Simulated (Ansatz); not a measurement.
Molecule: C₂H₇GeO, charge 0, multiplicity 2. It need not be the lowest isomer of its formula. 
Geometry from a B3LYP-D3(BJ)/def2-TZVP (Ansatz, a first-principles code) optimisation:
SMILES: CC[O][GeH2]
```xyz
11

C     -2.4790    -0.1652     0.1334
C     -1.2986    -0.4245     1.0535
O     -0.1487    -0.8556     0.3376
Ge     0.9791     0.3279    -0.4048
H     -2.2632     0.6573    -0.5524
H     -2.7014    -1.0538    -0.4589
H     -3.3661     0.0981     0.7139
H     -1.5386    -1.2271     1.7567
H     -1.0729     0.4715     1.6458
H      2.2655    -0.5109    -0.6323
H      1.2017     1.4545     0.6576
```
Charge 0, spin multiplicity 2.

Basis-set convergence of Hartree-Fock and MP2 correlation energies (hartree) with Ansatz. Valence correlation only, unless marked. UHF or UKS for open shells. Spin-orbit coupling is left out. Frozen are the shells of the preceding noble gas and the d and f shells that filled before the atom's block. No relativistic terms.

```json
[
 {"basis": "cc-pVDZ", "functions": "104", "E(HF)": "-2229.98622", "E(corr, MP2)": "-0.55805"},
 {"basis": "cc-pVTZ", "functions": "231", "E(HF)": "-2230.11146", "E(corr, MP2)": "-0.69527"},
 {"basis": "cc-pVQZ", "functions": "443", "E(HF)": "-2230.12694", "E(corr, MP2)": "-0.74310"}
]
```

Extrapolating the two largest sets (X = 3 and 4) as X^-3: E(corr) = (64·(-0.74310) - 27·(-0.69527))/37 = -0.7780 Eh, an estimate of the basis-set limit. The largest set recovers 95.5 % of it, the smallest 71.7 %.
